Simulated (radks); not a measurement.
Values are calculated unless marked as measured or tabulated.
Problem. These are the eigenvalues of the occupied orbitals of an atom or ion with whole-number occupations (eV). Code: a radial shooting solver on a logarithmic mesh with Libxc functionals. Model: scalar-relativistic Kohn-Sham, PBEsol, spin-unpolarised, spherical densities, point nucleus.

orbital  eigenvalue
1s        -28999.00
2s        -4378.056
2p        -3930.852
3s        -844.5949
3p        -698.4804
3d        -473.3880
4s        -133.7444
4p         -89.5640
4d         -25.7922
5s         -10.5954
5p          -3.7088

Which element is it, and in what charge state? The configuration may be excited.

Solution. Z = 50, tin, charge 0: Sn in [Kr] 4d10 5s2 5p2. The list shows which subshells hold electrons but not how many an open one holds; the 1s level, -1065.7 hartree, gives Z - s = 46.2 by -(Z - s)^2/2, which with screening and relativity narrows Z to a few neighbours, and the depths of the outer levels then fix element, charge and occupations together.
